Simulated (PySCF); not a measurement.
## Dipole moment and polarisability of `Cc1cpcc(C)c1`

Species: C₇H₉P.
Atom-mapped SMILES: `[CH3:1][c:2]1[cH:3][p:4][cH:5][c:6]([CH3:7])[cH:8]1` (hydrogens: H9, H10, H11 on C1; H12 on C3; H13 on C5; H14, H15, H16 on C7; H17 on C8)

Cartesian coordinates in Å at the GFN2-xTB level; atoms count from 1:
```xyz
17
C7H9P angstrom
C     -2.4948   -0.6323    0.2641
C     -1.2206    0.1443    0.0923
C     -1.2664    1.5215   -0.0199
P      0.0978    2.5664   -0.2268
C      1.3776    1.4014   -0.2401
C      1.2261    0.0327   -0.1149
C      2.4368   -0.8559   -0.1324
C     -0.0220   -0.5577    0.0434
H     -2.6683   -1.2650   -0.6061
H     -3.3482    0.0305    0.3835
H     -2.4298   -1.2781    1.1386
H     -2.2346    2.0063    0.0232
H      2.3798    1.7961   -0.3589
H      2.6215   -1.2525    0.8661
H      2.2804   -1.6987   -0.8034
H      3.3214   -0.3115   -0.4531
H     -0.0637   -1.6353    0.1345
```

Level: CAM-B3LYP/def2-SVPD (PySCF), static field, nuclei fixed, core orbitals frozen in the response. The polarisability tensor in these axes (au):

```
x   123.84  -0.34  -4.45
y    -0.34 124.17  -4.74
z    -4.45  -4.74  68.98
```

**Question.** Diagonalise the tensor; give its mean and Δα, where Δα² is half the sum of the squared differences of the eigenvalues.

**Answer.** Principal values 68.22, 124.19 and 124.58 au; mean 105.66 au = 15.66 Å³ = 17.42 × 10⁻⁴⁰ C²·m²/J; Δα = 56.17 au (53 % of the mean).

**Question.** What is the dipole moment, and where does it point?

**Answer.** (-0.08, -2.11, 0.20) D, 2.12 D in size, pointing from the negative to the positive side. Measured along this direction, the outermost atoms are P4 at the negative end and H17 and H15 at the positive end.

**Question.** Find the Langevin capture rate constant for NH4+ (18.034 u) meeting this molecule (124.044 u), k = 2.342 × 10⁻⁹ cm³/s × √(α in Å³ / reduced mass in u).

**Answer.** The reduced mass is 15.75 u, so k = 2.34 × 10⁻⁹ cm³/s. The formula leaves out the permanent dipole, which adds to the capture rate.

**Question.** Estimate the molar refractivity from the static electronic polarisability.

**Answer.** Lorentz–Lorenz: R = (4π/3)N_A α = 2.5225 cm³/(mol·Å³) × 15.66 Å³ = 39.5 cm³/mol, in the limit of long wavelengths.

**Question.** Rayleigh depolarisation ratio (linearly polarised light, static tensor)?

**Answer.** ρ = 3Δα²/(45ᾱ² + 4Δα²) = 9464.0/(502426 + 12618.7) = 0.0184.

Geometry: GFN2-xTB; no solvent, vibrations or thermal averaging.
